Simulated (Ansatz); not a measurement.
Gas-phase electronic energies from Ansatz, PBE0-D4/def2-TZVP geometries. CCSD(T)/CBS adds triple-zeta CCSD(T) − MP2 to the extrapolated MP2 energy (def2 sets, frozen cores). This one scheme is used for every species. Functionals use def2-TZVPP. For Ge outer-core shells are correlated without core-valence functions, which leaves a few kJ/mol of doubt a bond. Scalar relativity is left out up to krypton. One conformer a species, not always the lowest.

`NB(F)[CH2][GeH3]` + H–F → `NB(F)F` + `[CH3][GeH3]`  (ligand exchange at a B–C bond)

| level | ΔE (eV) |
| --- | --- |
| ωB97X-V | -1.35 |
| PBE | -1.33 |
| HF/def2-TZVPP | -1.62 |
| MP2/def2-TZVPP | -1.28 |
| CCSD/def2-TZVPP | -1.35 |
| HF/def2-QZVPP | -1.62 |
| SCS-MP2/def2-QZVPP | -1.32 |
| CCSD/CBS(def2) | -1.30 |

Question: What does CCSD(T)/CBS give? (Best estimate.)

Answer: Ansatz gave: -1.26 eV. The listed levels differ from it by -0.09, -0.07, -0.36, -0.02, -0.09, -0.36, -0.06, -0.04 eV.

Largest T1 diagnostic among the species: 0.011.

In def2-TZVPP, CCSD(T) changes the Hartree–Fock value by +0.30 eV (the triples alone add +0.04 eV) and MP2 by +0.34 eV. The D4 term adds +0.10 eV with B3LYP and +0.06 eV with PBE0; it sums over pairs of atoms, weighted by their polarisabilities, and B3LYP, whose exchange is more repulsive, gets the larger term.

B3LYP here is the variant with VWN-RPA as its local correlation; programs differ in this.
